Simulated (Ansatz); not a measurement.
Ligand exchange: BH2F + CH2FI → BH2I + CH2F2

Species: BH2F `BF`, singlet; CH2FI (fluoroiodomethane) `FCI`, singlet; BH2I `BI`, singlet; CH2F2 `FCF`, singlet. The partners trade F for I: B–F and C–I bonds give way to B–I and C–F.

Shapes, held fixed at every level: PBE0-D4/def2-TZVP. Programs: Ansatz 0.2.0. The zero-point and thermal change to 298 K, harmonic and unscaled (PBE0-D4/def2-TZVP), is +0.7 kJ/mol.

Question: Estimate ΔH(298 K) of this reaction.

Answer: The highest level, CCSD(T)/def2-TZVPP, gives ΔH(298 K) = +67.2 kJ/mol; the levels span +58.7 to +72.7. The column of differences is taken from that level and isn't an error. No measured value is set beside it here. For atoms past krypton def2 sets carry core potentials with scalar relativity. Outer-core shells of I are correlated in most correlated rows, in sets that cover them unevenly.

```tsv
level	kind	ΔH(298 K) (kJ/mol)	less CCSD(T)/def2-TZVPP
r2SCAN-D4/def2-TZVPP	meta-GGA	+68.2	+1.0
BHLYP-D4/def2-TZVPP	global hybrid	+70.8	+3.6
B2PLYP/def2-TZVPP	double hybrid	+72.7	+5.5
MP2/def2-SVP	perturbation theory	+64.0	-3.2
MP2/def2-TZVPP	perturbation theory	+70.2	+3.0
CCSD/def2-SVP	coupled cluster or CI	+58.7	-8.5
CCSD/def2-TZVPP	coupled cluster or CI	+66.6	-0.6
CCSD(T)/def2-TZVPP	coupled cluster or CI	+67.2	0.0
```
